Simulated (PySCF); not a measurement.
An equivalent PySCF input for In⁺ (indium, charge +1), [Kr] 4d10 5s2, closed-shell 1S, with the spin-free X2C one-electron Hamiltonian (Gaussian nucleus):

```python
from pyscf import gto, scf, dft, mp, cc
import basis_set_exchange as bse
mol = gto.M(atom="In 0 0 0", charge=1, spin=0, symmetry="D2h",
            basis=gto.basis.parse(bse.get_basis("aug-cc-pVQZ-DK3", elements=["In"], fmt="nwchem")),
            nucmod="G")
mf = dft.UKS(mol, xc="PBE").sfx2c1e()
mf.irrep_nelec = {'Ag': (9, 9), 'B1g': (2, 2), 'B2g': (2, 2), 'B3g': (2, 2), 'B1u': (3, 3), 'B2u': (3, 3), 'B3u': (3, 3)}
mf.kernel()
```

It reaches the same state as the run whose output follows, with an energy that differs only through the grid. The run itself started from symmetry-adapted Hartree-Fock orbitals and held the occupation by maximum overlap, on a logarithmic radial grid, so the iterations belong to that start.

```
SCF conv_tol = 1e-09
number electrons alpha = 24  beta = 24
XC functionals = PBE
    J. P. Perdew, K. Burke, and M. Ernzerhof.,  Phys. Rev. Lett. 77, 3865 (1996)
    J. P. Perdew, K. Burke, and M. Ernzerhof.,  Phys. Rev. Lett. 78, 1396 (1997)
    J. P. Perdew, K. Burke, and M. Ernzerhof.,  Phys. Rev. Lett. 77, 3865 (1996)
    J. P. Perdew, K. Burke, and M. Ernzerhof.,  Phys. Rev. Lett. 78, 1396 (1997)
cycle= 1 E= -5880.11184549309  delta_E= -0.0124  |g|= 0.0573  |ddm|= 2.27
cycle= 2 E= -5880.11168115722  delta_E= 0.000164  |g|= 0.0581  |ddm|=  1.1
cycle= 3 E= -5880.11237476666  delta_E= -0.000694  |g|= 0.00415  |ddm|= 0.58
cycle= 4 E= -5880.11237897362  delta_E= -4.21e-06  |g|= 6.46e-05  |ddm|= 0.0312
cycle= 5 E= -5880.11237897495  delta_E= -1.34e-09  |g|= 1.15e-06  |ddm|= 0.000241
cycle= 6 E= -5880.11237897496  delta_E= -9.09e-13  |g|= 4.1e-09  |ddm|= 6.21e-06
converged SCF energy = -5880.11237897496  <S^2> = -3.5527137e-15  2S+1 = 1
```
